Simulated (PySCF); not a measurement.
Ligands exchanged one at a time, In F-Cl. All species are isolated molecules in the gas phase. Strings in code marks are SMILES.

The S1 excitation (TDA) from two functionals at the same geometries (PBE0-D4/def2-TZVP), both in PySCF: PBE-D3(BJ)/def2-TZVP and PBE0-D4/def2-TZVP. Excitations are Tamm–Dancoff values on a coarser integration grid. The basis has no diffuse functions, so Rydberg states are missing or too high.

```csv
species,PBE-D3(BJ)/def2-TZVP (eV)
0 of 3 F replaced by Cl,5.10
1 of 3 F replaced by Cl,4.53
2 of 3 F replaced by Cl,4.48
3 of 3 F replaced by Cl (`[In]([Cl])([Cl])[Cl]`),4.41
```

Task: What does PBE0-D4/def2-TZVP give for each?

Result: 
- 0 of 3 F replaced by Cl: 6.15
- 1 of 3 F replaced by Cl: 5.28
- 2 of 3 F replaced by Cl: 5.24
- 3 of 3 F replaced by Cl (`[In]([Cl])([Cl])[Cl]`): 5.18
Over these rows, drawn at random from the members with no instability flagged (it was tested for open shells, ions and some series alone), PBE minus PBE0-D4: mean -0.83 eV, from -1.05 eV to -0.74 eV.
